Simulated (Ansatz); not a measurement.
Compare A (`C=CBCl`) with its isomer B (`BC(=C)Cl`).

Gas-phase electronic energies from Ansatz, PBE0-D4/def2-TZVP geometries. CBS: MP2 limit from def2 TZ/QZ plus the TZ coupled-cluster correction, frozen cores. DFT in def2-TZVPP. B3LYP here is the variant with VWN-RPA as its local correlation; programs differ in this. Each species was taken in one conformer, which may not be the lowest.

A:

```xyz
8

C     0.057   -0.121    1.293
C    -0.156   -0.512    0.032
B     0.064    0.471   -1.120
Cl   -0.206   -0.011   -2.780
H     0.387    0.891    1.514
H    -0.085   -0.780    2.145
H    -0.486   -1.532   -0.153
H     0.426    1.593   -0.931
```

B:

```xyz
8

B     0.305   -0.740   -1.031
C    -0.096   -0.256    0.372
C    -0.211    1.045    0.662
Cl   -0.413   -1.429    1.620
H     0.406   -1.898   -1.291
H     0.514    0.096   -1.859
H    -0.493    1.410    1.643
H    -0.013    1.772   -0.117
```

Task: Which isomer does CCSD(T)/CBS put lower? Give the gap. (Estimate.)

Result: Ansatz gave: A, by 155.2 kJ/mol.

Task: Give E(B) − E(A) in kJ/mol with B2PLYP, CCSD(T)/def2-TZVPP, B3LYP, CCSD(T)/def2-SVP, BLYP-D4, CCSD/def2-TZVPP, PBE0-D4. (An estimate is asked.)

Result: Computed: B2PLYP 156.3, CCSD(T)/def2-TZVPP 156.8, B3LYP 154.7, CCSD(T)/def2-SVP 169.5, BLYP-D4 148.7, CCSD/def2-TZVPP 158.0, PBE0-D4 155.2. None reverses the order clearly.

Task: Does the order hold for the free energy at 298.15 K (harmonic terms from PBE0-D4)? (Best estimate.)

Result: Ansatz gave: Yes: G(B) − G(A) = +148.8 kJ/mol, for one conformer each.

Largest T1 diagnostic: 0.012.

From PBE to PBE0 (25 % exact exchange), in def2-TZVPP and without D4, E(B) − E(A) moves by +3.4 kJ/mol. Leaving LDA and LC-ωPBE aside and taking each functional with its dispersion term where it has one, the values, not all of them listed here, spread over 11.7 kJ/mol, from BLYP-D4 to B97M-V.
